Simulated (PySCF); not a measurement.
Compound: C9H10O2Se.
Structure used (PBE0-D3(BJ)/def2-SVP), in Å, numbered top down from 1:
```
atom  x, y, z in Å
C1    -4.4994    0.0936    0.2856
O2    -3.1675    0.0685   -0.1895
C3    -2.2119    0.0668    0.7490
O4    -2.4529    0.0855    1.9312
C5    -0.8477    0.0388    0.1685
C6    -0.6144    0.0189   -1.2125
C7     0.6828   -0.0069   -1.7033
C8     1.7755   -0.0160   -0.8217
Se9    3.5033   -0.0611   -1.6018
C10    4.6107    0.0550   -0.0194
C11    1.5433    0.0022    0.5598
C12    0.2412    0.0307    1.0442
H13   -4.7366   -0.8285    0.8372
H14   -4.6644    0.9492    0.9575
H15   -5.1402    0.1757   -0.6002
H16   -1.4625    0.0261   -1.8984
H17    0.8523   -0.0175   -2.7833
H18    4.3965    0.9745    0.5416
H19    4.4835   -0.8279    0.6211
H20    5.6469    0.0888   -0.3811
H21    2.3732   -0.0079    1.2670
H22    0.0426    0.0457    2.1179
```

Method: TDDFT B3LYP/def2-SVPD, vertical, gas phase, core orbitals frozen in the response (PySCF 2.14.0, density-fitted response routines). Relativistic effects, spin–orbit coupling among them, are left out although an element past zinc is present.

**Question.** Predict the UV-vis stick spectrum at this level.

**Answer.** 

```tsv
state	E (eV)	E (kJ/mol)	λ (nm)	f	|μ| (D)	main configurations (H = HOMO, L = LUMO)
S1	4.05	391	305.8	0.388	5.03	H→L (96%)
S2	4.42	427	280.3	0.011	0.80	H→L+1 (86%), H-1→L (12%)
S3	4.60	444	269.6	0.0012	0.26	H→L+2 (96%)
S4	4.93	476	251.2	0.0001	0.09	H-2→L (96%)
S5	5.28	509	234.9	0.051	1.59	H-1→L (76%), H-3→L+1 (12%), H→L+1 (11%)
S6	5.48	529	226.2	0.0085	0.64	H→L+3 (83%), H→L+5 (9%)
S7	5.52	533	224.6	0.018	0.93	H→L+4 (91%)
S8	5.92	571	209.4	0.065	1.70	H-3→L (83%), H-1→L+1 (12%)
S9	6.05	584	205.0	0.0001	0.08	H→L+5 (78%), H→L+7 (10%), H→L+3 (9%)
S10	6.16	595	201.2	0.013	0.75	H→L+6 (94%)
```

Triplets (Tamm–Dancoff): T1 3.16 eV, H→L (92%); T2 4.03 eV, H→L+1 (91%); T3 4.26 eV, H→L+2 (91%); T4 4.40 eV, H-1→L (93%).

The lowest singlet comes at 306 nm (391 kJ/mol) in the ultraviolet; it is strong; its leading configuration is HOMO→LUMO (96%). The lowest level is also the most intense of those listed (f = 0.388). Löwdin shares by element: HOMO selenium 52%, carbon 26% or more (atoms not listed hold the other 22%); LUMO carbon 42% or more, oxygen 12% or more (atoms not listed hold the other 46%). The listed states span 2.11 eV, and the widest gap between neighbours is 0.40 eV (S7 to S8). Weighted by f, the mean energy of these states is 4.51 eV. Orbital energies (eV): HOMO-3 -8.05, HOMO-2 -7.82, HOMO-1 -7.45, HOMO -6.00, LUMO -1.59, LUMO+1 -0.76, LUMO+2 -0.36. Only the lowest 10 singlets were computed, as vertical energies without vibronic structure.

On 2 threads of an Intel Xeon at 2.50 GHz, shared host with 64 logical CPUs at a one-minute load of 60, this took 3.7 min wall, 7.5 min CPU and 2.2 GiB of memory at its peak.

One conformer stands for the species.
